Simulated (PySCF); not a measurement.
Geometries of 2 isomers of C2H5NO2Si, from PBE0-D3(BJ)/def2-SVP geometry optimisation, gas phase in PySCF. One conformer each, no zero-point energy, no frequencies.

Question: Which isomer lies lower at this level?
A.
```xyz
11
angstrom
N      1.554    0.474   -0.833
C      1.253   -0.098    0.352
O      2.064   -0.424    1.199
Si    -0.615   -0.384    0.720
C     -1.674    0.017   -0.854
O     -1.183    0.536   -1.833
H      2.527    0.649   -1.061
H      0.814    0.694   -1.497
H     -0.858   -1.798    1.125
H     -1.067    0.534    1.806
H     -2.772   -0.227   -0.867
```
B.
```xyz
11
angstrom
C      1.761   -0.001    0.245
O      0.606   -0.765    0.014
Si    -0.947   -0.425    0.424
O     -1.983   -1.349   -0.445
C     -1.189    1.384    0.008
N     -1.301    2.507   -0.261
H      1.628    1.049   -0.070
H      2.587   -0.436   -0.336
H      2.047   -0.012    1.311
H     -1.271   -0.628    1.850
H     -1.903   -1.346   -1.404
```

Answer: B. That is `CO[Si@H](O)C#N`, 42.9 kcal/mol below the other.

| SMILES | atoms numbered as above | E (Eh) | relative (kcal/mol) | relative (kJ/mol) | dipole (D) |
| --- | --- | --- | --- | --- | --- |
| CO[Si@H](O)C#N | [CH3:1][O:2][Si@H:3]([OH:4])[C:5]#[N:6] | -573.23582 | 0.0 | 0.0 | 2.56 |
| NC(=O)[SiH2]C=O | [NH2:1][C:2](=[O:3])[SiH2:4][CH:5]=[O:6] | -573.16750 | 42.9 | 179.4 | 2.51 |

As drawn, the lower has a C≡N group, an O–H bond and an Si–O bond, which the higher lacks; the higher has a C=O bond, an N–H bond and a C(=O)–N unit, which the lower lacks.
